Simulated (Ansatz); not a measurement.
Cartesian coordinates in Å:
```
O 0.1980 -1.2377 -2.1518
Si 0.7321 -0.2129 -0.9852
Si 1.0204 -1.3408 1.0587
O -0.3112 1.0268 -0.7663
Si -1.3385 1.8199 0.2268
H -0.5710 -1.7781 -1.9657
H 1.9948 0.3362 -1.5301
H -0.2485 -2.0195 1.4492
H 2.0825 -2.3757 0.9339
H 1.3988 -0.3980 2.1468
H -1.4173 1.1205 1.5381
H -2.6872 1.8535 -0.3916
H -0.8529 3.2058 0.4373
```

The species carries charge 0 and has multiplicity 1.

(1) List the r2SCAN/def2-TZVPP orbital energies in eV (Ansatz 0.2.0). (An estimate is asked.)

Answers

(1) Computed: Occupied: -1792.04, -1791.69, -1790.80, -516.06, -516.03, -142.32, -142.06, -141.32, -97.21, -97.19, -97.15, -96.96, -96.90, -96.89, -96.18, -96.17, -96.16, -26.79, -26.22, -15.43, -14.09, -13.73, -11.97, -10.63, -10.45, -10.00, -9.44, -8.94, -8.86, -8.58, -8.29, -7.93, -6.85. Lowest empty: -0.86, -0.64, 0.32, 0.60, 0.98, 1.06, 1.28, 1.52.
